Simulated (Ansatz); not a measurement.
Energy profile

The step: SiH₂Cl₂ ([Cl][SiH2][Cl]) + HF + HF → SiHCl₂F ([F][SiH]([Cl])[Cl]) + HF + H₂; bonds formed: Si1–F7, H2–H8, H6–F9; bonds broken: Si1–H2, H6–F7, H8–F9 (atoms numbered as in the saddle structure below).

```csv
atom,x (Å),y (Å),z (Å)
Si1,-0.6249,0.3130,-0.5832
H2,-0.5034,-0.3600,0.9060
Cl3,-0.1514,-1.1283,-1.9405
Cl4,-2.6641,-0.0175,-0.2213
H5,-0.7428,1.7048,-1.0327
H6,1.6046,0.0379,0.5646
F7,1.1444,0.7491,-0.2758
H8,0.3798,-0.6157,1.1984
F9,1.5576,-0.6833,1.3845
```

Electronic energies by CCSD(T) at an estimated basis limit (MP2 extrapolated from triple and quadruple zeta, plus CCSD(T) − MP2 in triple zeta), on PBE0-D4/def2-TZVP structures; SiH$_{4}$Cl$_{2}$F$_{2}$, singlet; no counterpoise correction. Program: Ansatz 0.2.0. Basis: def2-TZVPP and def2-QZVPP. Cores are frozen in the correlated methods. Extrapolation: Hartree–Fock as exp(−7.88 √X), correlation as X^−2.97.

(1) Give the profile in eV, counted from the separated reactants. (An estimate is asked for; the value comes from the calculation.)

No T1 diagnostic of these runs exceeds 0.011.

## Answers

(1) The calculation gives:
```tsv
point	eV
separated: SiH$_{2}$Cl$_{2}$ (linked as [Cl][SiH2][Cl]; Si1, H2, Cl3, Cl4, H5; singlet) + HF (H6, F7; singlet) + HF (H8, F9; singlet)	0.000
start structure	-0.450
saddle	1.119
end structure	-1.450
separated: SiHCl$_{2}$F (linked as [F][SiH]([Cl])[Cl]; Si1, Cl3, Cl4, H5, F7; singlet) + H$_{2}$ (H2, H8; singlet) + HF (H6, F9; singlet)	-1.274
```

For scale, one of the runs: CCSD(T)/def2-TZVPP, 244 basis functions, launched by `ansatz run in.yaml --threads 8 --pin off --events-out ev --progress --plain --max-ram 19148MiB`. The run took 98 s on 8 CPU threads of an Arm Neoverse V1 (shared host), with 4.8 GiB of host memory at its peak.
